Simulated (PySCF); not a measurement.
# Trend along group 14: MBr cations

PBE0 with double-zeta basis sets in PySCF, for the lowest determinant that a PBE0 search found; no spin–orbit coupling. De refers to high-spin ground-configuration atoms (the charge goes to the atom of lower measured ionisation energy or higher electron affinity, which is not always the lowest computed limit). A positive dipole points towards Br; it is taken about the centre of mass and depends on that origin.

| M | basis | charged atom | state (unpaired electrons) | Re (Å) | ωe (cm⁻¹) | De (eV) | μ (D) |
| --- | --- | --- | --- | --- | --- | --- | --- |
| C | cc-pVDZ/cc-pVDZ-PP | C+ | singlet (closed shell) | 1.700 | 1001 | 6.23 | -0.40 |
| Si | def2-SVP | Si+ | singlet (closed shell) | 2.119 | 535 | 4.66 | -4.84 |
| Ge | pcseg-1 | Ge+ | singlet (closed shell) | 2.232 | 364 | 4.19 | -3.65 |
| Sn | def2-SVP | Sn+ | singlet (closed shell) | 2.425 | 300 | 3.83 | -4.04 |
| Pb | def2-SVP | Pb+ | singlet (closed shell) | 2.517 | 261 | n/a | -3.66 |

The shortest bond is that of CBr⁺ (1.700 Å), the longest that of PbBr⁺ (2.517 Å).

The rows differ in basis set, which adds steps of its own.

Down a group the atoms grow and get heavier, so bonds lengthen and wavenumbers fall; this series shows no clear exception.

These are scalar-relativistic numbers at best; spin–orbit coupling would shift them, the dissociation energy most. For an ion De counts to the pair picked by the measured ionisation energies or electron affinities, which need not be the lowest pair at this level.
